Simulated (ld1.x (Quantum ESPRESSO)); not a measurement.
## What one change does to a pseudopotential (S, ultrasoft)

sulfur (S), ultrasoft, made with ld1.x (Quantum ESPRESSO) 7.5 (PBEsol, scalar-relativistic). Core [Ne], reference 3s1.75 3p4.25. Waves: 3s (bound): rcut 1.45, rcutus 1.65 bohr; 3s channel at -0.85 Ry: rcut 1.45, rcutus 1.65 bohr; 3p (bound): rcut 1.25, rcutus 1.65 bohr; 3p channel at 0.25 Ry: rcut 1.25, rcutus 1.65 bohr; 3d channel at 0.35 Ry: rcut 1.30, rcutus 1.50 bohr. Local part: all-electron potential smoothed inside 1.45 bohr (lloc = -1). Core correction: none. Augmentation charge: built from norm-conserving waves at rcut, not smoothed further.

All-electron outer shells of the reference configuration (PBEsol, scalar-relativistic, ld1.x):

```
shell  level (eV)  outermost node (bohr)  outermost maximum (bohr)
   2s     -211.61                   0.13                      0.39
   2p     -156.68                      –                      0.33
   3s      -17.37                   0.60                      1.40
   3p       -7.12                   0.58                      1.59
```

Change: all radii scaled by about 1.23 (s 2.02, p 2.02, d 1.84 bohr, rcut 1.78/1.54/1.60); local potential all-electron potential smoothed inside 1.78 bohr (lloc = -1).

Cutoffs: the cutoffs (Ry, on a coarse ladder) from which the occupation-weighted sum of valence levels, in a spherical-Bessel basis at the reference potential, stays within 10 and 1 mRy of its value at 400 Ry; they do not see the model core or the augmentation charge, which bear on the density cutoff. Errors are all-electron minus pseudo energies relative to the spin-unpolarised reference configuration.

Predict the effect on cutoff, ghosts and configuration errors.

The potential gets softer (18 Ry and 30 Ry → 15 Ry and 21 Ry); of the 7 tests that both files solve, the error grows in 5 and shrinks in 1 by more than 15 % and 0.3 meV (median size 1.8 → 3.4 meV); neither file shows a bound ghost. A larger radius leaves more room for a smooth pseudo-wave, so fewer plane waves are needed.

| quantity | base | changed |
| --- | --- | --- |
| cutoff, loose | 18 Ry | 15 Ry |
| cutoff, tight | 30 Ry | 21 Ry |
| loose cutoff by channel (10 mRy a level) | s 6 Ry, p 15 Ry | s 8 Ry, p 12 Ry |
| bound ghosts | none | none |
| error for 3s2 3p4, meV [ΔE -2.56 eV] | +0.2 | +0.3 |
| error for 3s2 3p3, meV [ΔE 9.18 eV] | +0.1 | +3.4 |
| error for 3s2 3p2, meV [ΔE 31.42 eV] | +9.2 | +25 |
| error for 3s2 3p1, meV [ΔE 65.42 eV] | +52 | +101 |
| error for 3s0 3p6, meV [ΔE 18.12 eV] | +2.7 | +6.4 |
| error for 3s1 3p4, meV [ΔE 20.02 eV] | +1.8 | -0.1 |
| error for 3s2 3p3.5, meV [ΔE 2.09 eV] | -0.2 | +0.8 |
| lowest overlap eigenvalue by channel | s 0.39, p 0.73, d 1.00 | s 0.43, p 0.87, d 1.00 |
